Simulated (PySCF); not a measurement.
This PySCF input asks for the NMR shieldings of `C[Si@]([SiH3])(C#N)CC(F)(F)F`, C₄H₈F₃NSi₂; the geometry comes from GFN2-xTB.

```python
import basis_set_exchange as bse
import numpy as np
from pyscf import gto, dft
from pyscf.prop import nmr

atoms = """
C    -0.765398   -1.968509    0.118622
Si   -0.575060   -0.137113   -0.377673
Si   -1.516104    1.473054    1.022603
C    -1.276084   -0.047667   -2.118401
N    -1.753893    0.026281   -3.157419
C     1.296815    0.151165   -0.770800
C     2.061766    0.387867    0.489389
F     3.389554    0.485284    0.304702
F     1.690849    1.527266    1.110124
F     1.886606   -0.591130    1.398677
H    -0.248330   -2.179588    1.051043
H    -1.812689   -2.221468    0.258369
H    -0.367794   -2.639919   -0.639839
H    -1.127718    2.824462    0.618977
H    -1.102619    1.243789    2.406799
H    -2.975300    1.359990    0.953434
H     1.742229   -0.708650   -1.270826
H     1.444410    1.021204   -1.409437
"""
names = dict.fromkeys(["C", "Si", "N", "F", "H"], "pcSseg-1")
basis = {el: gto.basis.parse(bse.get_basis(n, elements=[el], fmt="nwchem")) for el, n in names.items()}
mol = gto.M(atom=atoms, basis=basis, charge=0, verbose=0)
mf = dft.RKS(mol, xc="PBE0")
mf.grids.level = 2
mf.grids.alignment = dft.numint.BLKSIZE   # the property module wants whole blocks of grid points
mf.conv_tol = 1e-9
mf.kernel()

calc = nmr.RKS(mf)   # GIAO
C = mf.mo_coeff
Co = C[:, mf.mo_occ > 0]
resp = mf.gen_response(singlet=True, hermi=2)
def vind(x):   # induced exchange potential for any number of trial vectors
    d = np.einsum("pi,xij,qj->xpq", C, 2 * x.reshape(-1, C.shape[1], Co.shape[1]), Co, optimize=True)
    return np.einsum("xpq,pi,qj->xij", resp(d - d.transpose(0, 2, 1)), C, Co, optimize=True).ravel()
mo1, _ = nmr.rhf.solve_mo1(calc, with_cphf=vind)
sigma = calc.kernel(mo1)
for i, s in enumerate(sigma):   # ppm
    print("%2d %-2s %9.2f" % (i, mol.atom_pure_symbol(i), np.trace(s) / 3))
```

Task: Give the expected output.

Result: 
```
 0 C     185.97
 1 Si    388.47
 2 Si    459.10
 3 C      60.82
 4 N     -98.23
 5 C     158.55
 6 C      49.67
 7 F     235.16
 8 F     245.02
 9 F     244.81
10 H      30.98
11 H      31.14
12 H      30.87
13 H      27.98
14 H      28.07
15 H      28.07
16 H      29.67
17 H      29.73
```

These numbers come from an equivalent density-fitted implementation of the same equations, which agrees with the script to about 0.01 ppm for H and up to a few tenths of a ppm for heavy atoms, so last digits may differ.

Task: Turn these shieldings into chemical shifts. δ = σ(ref) − σ, references computed at the same level: ¹³C (186.93 ppm) and ²⁹Si (349.16 ppm) and ¹H (31.72 ppm) against TMS; ¹⁵N (267.73 ppm) vs NH3; ¹⁹F (170.95 ppm) vs CFCl3.

Result: Averaging equivalent atoms: C 6: 137.3; C 3: 126.1; C 5: 28.4; C 0: 1.0; Si 1: -39.3; Si 2: -109.9; N 4: 366.0; F 7/8/9: -70.7; H 13/14/15: 3.68; H 16: 2.05; H 17: 1.98; H 10/11/12: 0.72 ppm. Unscaled 19F shifts against computed CFCl3 carry errors that often reach 10 to 50 ppm. Experimental scales use liquid or dissolved standards, which lie at an offset from isolated NH3 (liquid NH3: subtract about 20 ppm). Unscaled 15N shifts of sp2 nitrogen come out 20 to 40 ppm too high even then.

Size and cost of the density-fitted run: 224 basis functions, 110 s wall time on 1 thread of an Arm Neoverse N1, shared host; peak memory 1.1 GiB.
